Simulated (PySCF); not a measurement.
Te(F)(iPr) (C₃H₇FTe), SMILES CC(C)[Te]F.

The structure is a stationary point at PBE0-D3(BJ)/def2-SVP. This is a generated structure with no PubChem entry under its InChIKey; it may be hypothetical. The def2 effective core potentials stand for the cores of Te; spin–orbit coupling is left out. Other conformers were not sampled.

Two levels are set side by side: PBE/def2-TZVP (PySCF) and M06-2X/def2-TZVP (PySCF). Same geometry, gas phase. Differences are taken from unrounded values.

```json
[
 {"quantity": "orbital gap (eV)", "M06-2X": "6.21"},
 {"quantity": "highest occupied level (eV)", "M06-2X": "-7.31"},
 {"quantity": "lowest empty level (eV)", "M06-2X": "-1.11"},
 {"quantity": "dipole moment (D)", "M06-2X": "3.15"},
 {"quantity": "mean polarisability (bohr³)", "M06-2X": "72.7"}
]
```

**Question.** What does PBE give, and how far is it from M06-2X? (An estimate is asked for; the answer gives what the named calculation found.)

**Answer.** 
| quantity | PBE | PBE minus M06-2X |
|---|---|---|
| orbital gap (eV) | 1.97 | -4.24 |
| highest occupied level (eV) | -5.00 | 2.32 |
| lowest empty level (eV) | -3.03 | -1.92 |
| dipole moment (D) | 2.81 | -0.34 |
| mean polarisability (bohr³) | 76.1 | 3.4 |

Without exact exchange PBE keeps part of each electron's self-repulsion, which lifts occupied levels and narrows the gap. Loosely held outer electrons make PBE densities more polarisable. Differences between two approximate levels are no errors against the true value.

Rough cost on one machine, each run with all the roots and properties that it gave: M06-2X against PBE about 4 times.
